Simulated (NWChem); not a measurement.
# C₂H₇FOSi; SMILES C[Si@@H](CO)F

```xyz
12

C     -0.9771     1.8728    -0.1365
Si     0.0800     0.4180     0.3590
F      1.5949     0.6889    -0.1874
C     -0.5668    -1.1703    -0.4211
O      0.1300    -2.2692     0.1118
H     -1.9956     1.7794     0.2728
H     -0.5464     2.8121     0.2431
H     -1.0539     1.9554    -1.2321
H      0.1696     0.2693     1.8385
H     -0.4532    -1.0785    -1.5223
H     -1.6614    -1.2215    -0.2309
H     -0.1676    -3.0689    -0.3326
```
Atoms are numbered in this order, from 1.

Program: NWChem. Geometry optimised at PBE0/def2-SVP; all other runs use it. Pople sets run with spherical d functions. No frequency run checked for a minimum.

```json
[
 {"quantity": "isotropic polarisability (bohr³) at 589 nm", "level": "B3LYP/6-31G*", "value": "[?]"},
 {"quantity": "charge (e), ESP O5", "level": "B3LYP/def2-SVP", "value": "[?]"},
 {"quantity": "orbital gap (eV)", "level": "PBE/6-31G*", "value": "6.35"},
 {"quantity": "cavity-dispersion-structure term (kcal/mol) in chloroform", "level": "B3LYP/6-31G*, SMD", "value": "-0.2"},
 {"quantity": "dipole (D)", "level": "PBE0/def2-SVP", "value": "3.05"}
]
```

Task: Some entries are withheld; supply them.

Result: 
- isotropic polarisability (bohr³) at 589 nm, value: 45.7
- charge (e), ESP O5, value: -0.64
